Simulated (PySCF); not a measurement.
C2H8AsGa, SMILES [Ga]([AsH2])([CH3])[CH3].

Coordinates come from a B3LYP-D3(BJ)/def2-SVP optimisation. The isomer is the one that the SMILES or the coordinates give; other isomers of the formula were not compared.

Two levels are set side by side: TDA-PBE/def2-SVPD (PySCF) and TDA-B3LYP/def2-SVPD (PySCF). Vertical, same geometry. The lowest singlet is HOMO→LUMO 96 % with PBE and HOMO→LUMO 95 % with the other functional; states are paired by order. Differences are taken from unrounded values.

```tsv
quantity	TDA-B3LYP	TDA-PBE	TDA-PBE minus TDA-B3LYP
lowest singlet excitation (eV)	4.35	4.16	-0.19
lowest triplet excitation (TDA) (eV)	3.85	3.65	-0.20
first bright state (f over 0.05) (eV)	5.27	5.01	-0.26
its oscillator strength	0.12	0.10	-0.03
```

Functionals without exact exchange tend to place singlet excitations lower, as here. Differences between two approximate levels are no errors against the true value.

Rough cost on one machine, each run with all the roots and properties that it gave: TDA-B3LYP against TDA-PBE about 2 times.
